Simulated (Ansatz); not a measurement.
Start from `FC#C[CH2][GeH3]` and change one atom or group to get `FC#CF`.

Ansatz, PBE0-D4/def2-TZVP geometries, multiplicity 1. 

Scalar relativity is left out up to krypton.

| property | `FC#C[CH2][GeH3]` |
| --- | --- |
| HOMO–LUMO gap (B3LYP/def2-TZVPP) / eV | 7.43 |
| LUMO energy (ωB97M-V/def2-TZVPP) / eV | 2.15 |
| HOMO energy (PBE/def2-TZVPP) / eV | -6.09 |
| HOMO–LUMO gap (PBE/def2-TZVPP) / eV | 5.93 |
| HOMO–LUMO gap (PBE0/def2-TZVPP) / eV | 7.93 |
| size of the dipole moment (PBE/def2-TZVPP) / D | 1.00 |

Question: Give the same properties after the change, and the shifts. (Estimate.)

Answer: Computed: 
| property | `FC#CF` | shift |
| --- | --- | --- |
| HOMO–LUMO gap (B3LYP/def2-TZVPP) / eV | 8.52 | 1.09 |
| LUMO energy (ωB97M-V/def2-TZVPP) / eV | 2.98 | 0.83 |
| HOMO energy (PBE/def2-TZVPP) / eV | -6.75 | -0.66 |
| HOMO–LUMO gap (PBE/def2-TZVPP) / eV | 6.42 | 0.49 |
| HOMO–LUMO gap (PBE0/def2-TZVPP) / eV | 9.13 | 1.20 |
| size of the dipole moment (PBE/def2-TZVPP) / D | 0.00 | -1.00 |

With PBE0 the HOMO falls by 0.89 eV and the LUMO rises by 0.31 eV, so the gap widens by about 1.20 eV. PBE moves the HOMO by -0.66 eV and ωB97M-V by -1.02 eV.

B3LYP here is the variant with VWN-RPA as its local correlation; programs differ in this.
